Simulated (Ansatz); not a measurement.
Results of the Gaussian-basis code of Ansatz.

C2H3ClGaNO, SMILES `[CH3][Ga]([Cl])[N]=C=O` at its PBE0-D4/def2-TZVP geometry, where that method's forces vanish. Total charge 0; spin multiplicity 1.

| atom | x (Å) | y (Å) | z (Å) |
| --- | --- | --- | --- |
| C1 | -0.983 | 1.427 | 0.620 |
| Ga2 | 0.117 | 0.222 | -0.426 |
| Cl3 | 0.878 | 0.675 | -2.375 |
| N4 | 0.592 | -1.439 | 0.186 |
| C5 | 1.208 | -2.424 | -0.124 |
| O6 | 1.787 | -3.406 | -0.361 |
| H7 | -1.999 | 1.032 | 0.675 |
| H8 | -0.592 | 1.494 | 1.636 |
| H9 | -1.008 | 2.418 | 0.169 |

(1) For each bond, give half the difference of the two atoms' forces along it (eV/Å; positive pushes the atoms apart) under PBE-D4, r2SCAN-D4, B3LYP-D4, ωB97M-V in def2-TZVPP. (Best estimate.)

Answers

(1) The calculation gave: 
```tsv
bond	length (Å)	PBE-D4	r2SCAN-D4	B3LYP-D4	ωB97M-V
C1–Ga2	1.938	-0.06	-0.02	0.08	-0.02
C1–H7	1.092	0.10	0.00	-0.07	-0.05
C1–H8	1.091	0.10	-0.01	-0.07	-0.05
C1–H9	1.089	0.09	-0.01	-0.08	-0.05
Ga2–Cl3	2.141	0.17	0.01	0.17	0.01
Ga2–N4	1.833	-0.27	-0.16	0.05	0.03
N4–C5	1.203	0.35	0.18	-0.10	0.00
C5–O6	1.165	0.86	0.29	0.26	0.07
```

B3LYP here is the variant with VWN-RPA as its local correlation; programs differ in this.
